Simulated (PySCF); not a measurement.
# Dipole moment and polarisability of ZnBr2(NH3)2

Compound: ZnBr2(NH3)2 (singlet state).
Geometry (PBE0-D3(BJ)/def2-SVP, Å), atoms numbered from 1 in this order:
```xyz
11
Br2H6N2Zn angstrom
Zn     0.686    0.001    0.408
Br     0.492    0.085    2.736
Br     2.373   -0.013   -1.227
N     -0.344    1.742   -0.229
H      0.123    2.498    0.274
H     -1.340    1.830   -0.030
H     -0.184    1.900   -1.224
N     -0.320   -1.781   -0.132
H     -0.478   -1.864   -1.137
H     -1.191   -1.967    0.364
H      0.334   -2.523    0.122
```

Level: CAM-B3LYP/def2-SVPD (PySCF), static field, nuclei fixed, core orbitals frozen in the response. The polarisability tensor in these axes (au):

```
x    88.50  -0.22  -8.48
y    -0.22  87.52   0.45
z    -8.48   0.45 102.97
```

Problem. What are the eigenvalues, a third of the trace, and Δα (Δα² = ½Σ(αi − αj)² over the three pairs)?

Solution. Principal values 84.59, 87.50 and 106.89 au; mean 93.00 au = 13.78 Å³ = 15.33 × 10⁻⁴⁰ C²·m²/J; Δα = 21.00 au (23 % of the mean).

Problem. What is the dipole moment, and where does it point?

Solution. (-6.56, -0.25, -3.41) D, 7.40 D in size, pointing from the negative to the positive side. Measured along this direction, the outermost atoms are Br2 at the negative end and H6 at the positive end.

Problem. How large is μ²/3kT at 250 K beside α?

Solution. In Gaussian units μ²/3kT = 528.93 Å³ against 13.78 Å³, a ratio of 38.38; the Debye molar polarisation (4π/3)N_A(α + μ²/3kT) is 1369.0 cm³/mol, leaving out the vibrational part.

Problem. Give the eigenvalues of the traceless quadrupole moment Θ = ½Σq(3rr − r²1), origin at the centre of nuclear charge.

Solution. -30.70, 10.15, 20.55 D·Å. The values depend on the origin, since the dipole doesn't vanish. The electronic extent ⟨r²⟩ about the same centre is 1859 bohr², a root-mean-square distance of 2.08 Å for the 120 electrons.

Problem. In TDDFT the mean static polarisability is Σ f/ω² over all singlet excitations (ω in hartree). How much of it do the 15 lowest give? Their energies (eV) and oscillator strengths: 5.86, 0.0290; 5.95, 0.0006; 5.99, 0.1335; 6.07, 0.1529; 6.84, 0.0333; 6.85, 0.0014; 6.91, 0.0212; 6.94, 0.0199; 6.95, 0.0124; 7.03, 0.0002; 7.05, 0.0185; 7.12, 0.0321; 7.15, 0.0058; 7.24, 0.1823; 7.54, 0.0133.

Solution. They add up to 11.42 au, 12.3 % of the 93.00 au; the largest single term is 3.07 au, from the state at 6.07 eV. Terms in order: 0.63, 0.01, 2.75, 3.07, 0.53, 0.02, 0.33, 0.31, 0.19, 0.00, 0.28, 0.47, 0.08, 2.57, 0.17 au. Higher excitations give the rest. The strengths listed sum to 0.657.

Problem. Directions of the eigenvectors, and the extent of the frame along each?

Solution. Largest value along (-0.42, 0.03, 0.91), where the nuclei span 4.39 Å; middle along (0.01, 1.00, -0.03), 5.01 Å; least along (0.91, 0.01, 0.42), 2.86 Å. The strongest response doesn't lie along the longest of the three spans.

Isolated species at its PBE0-D3(BJ)/def2-SVP geometry, gas phase. The calculation is non-relativistic, for bromine too.

These values come from a run that also computed excited states. The run took 96 s (with the writing of density and orbital grids) on Arm Neoverse V1, one thread, shared host with 32 logical CPUs at a one-minute load of 26, and the process peaked at 1.0 GiB of memory.
